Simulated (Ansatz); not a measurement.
Species: sum formula H3SiSO2 (charge 0, doublet). It need not be the lowest isomer of its formula. SMILES: O[Si](O)S
Geometry from a B3LYP-D3(BJ)/def2-TZVP (Ansatz, an electronic-structure program) optimisation:
```xyz
7

O      1.3585     0.4194    -1.0590
Si    -0.1760     0.3852    -0.4403
O     -0.2767     1.7180     0.5178
S     -0.4012    -1.4471     0.7002
H      1.6199    -0.3023    -1.6386
H      0.3481     2.4305     0.3441
H     -1.7392    -1.4660     0.5843
```
Charge 0, spin multiplicity 2.

Computed values are from Ansatz. Correlated levels leave the core frozen unless marked. Open shells are spin-unrestricted. No spin-orbit coupling. Non-relativistic. CBS(X,Y): correlation extrapolated as X^-3; Hartree-Fock from the larger set.

- atomisation energy De = 597.0 kcal/mol at CCSD(T)/CBS(aug-cc-pV(T+d)Z,aug-cc-pV(Q+d)Z)
- total energy = -839.0733 Eh at CCSD(T)/CBS(aug-cc-pV(T+d)Z,aug-cc-pV(Q+d)Z)
- dipole moment = 1.54 D at CCSD(T)/aug-cc-pV(D+d)Z
- T1 diagnostic = 0.015 at CCSD/aug-cc-pV(Q+d)Z
